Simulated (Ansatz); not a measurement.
Total energies of Te6As4 (the lowest singlet isomer of a short search) from Ansatz at PBE-D4/def2-SVP, gas phase (1 Eh = 27.2114 eV = 2625.5 kJ/mol). The reference geometry is relaxed at r2SCAN-D4/def2-SVP.

```xyz
10

As    2.128   -1.226   -1.562
As    0.108    2.850    0.581
As    0.154   -1.158    2.348
As   -1.643   -0.095   -1.368
Te    2.170   -2.022    0.948
Te   -2.237    2.616   -0.332
Te    0.075   -2.049   -2.785
Te    0.478    1.393    2.744
Te    0.719    1.108   -1.429
Te   -1.954   -1.418    0.855
```

```tsv
state	geometry	energy (Eh)
charge 0 singlet	reference	-10549.50358
charge 1 doublet	reference	-10549.24573
charge -1 doublet	reference	-10549.57906
free As atom (quartet)	–	-2235.19489
free Te atom (triplet)	–	-267.96343
```

In the def2 sets Te takes a core potential; there is no spin–orbit coupling.

(1) Work out the vertical ionisation energy to the doublet.

(2) Work out the vertical electron affinity, to the doublet.

(3) Give the fundamental gap IE − EA, the Mulliken electronegativity (IE + EA)/2 and the hardness (IE − EA)/2.

(4) What is the binding energy per atom against free atoms?

(1) E(charge 1 doublet) − E(charge 0 singlet) = -10549.24573 − (-10549.50358) = 0.25785 Eh = 7.02 eV. For comparison, −ε of the highest occupied level is 5.16 eV at this level, 1.86 eV less.

(2) E(charge 0 singlet) − E(charge -1 doublet) = -10549.50358 − (-10549.57906) = 0.07548 Eh = 2.05 eV. The basis lacks diffuse functions, which makes affinities too small.

(3) From the values in Eh: IE − EA = 0.25785 − 0.07548 = 0.18237 Eh = 4.96 eV; (IE + EA)/2 = 4.54 eV; (IE − EA)/2 = 2.48 eV. The HOMO–LUMO gap of the same run is 1.33 eV, 3.63 eV smaller than the fundamental gap.

(4) Atoms: 4 × (-2235.19489) + 6 × (-267.96343) = -10548.56014 Eh. Binding: -10548.56014 − (-10549.50358) = 0.94344 Eh = 25.67 eV, or 2.57 eV for each of 10 atoms (no zero-point energy, no counterpoise term).

At PBE-D4/def2-SVP the gap within one spin of the charge 1 doublet nearly closes, so an electron or hole may be smeared out by delocalisation error. At PBE-D4/def2-SVP the gap within one spin of the charge -1 doublet nearly closes, so an electron or hole may be smeared out by delocalisation error.  

The structure comes from a short search, and lower isomers may exist.
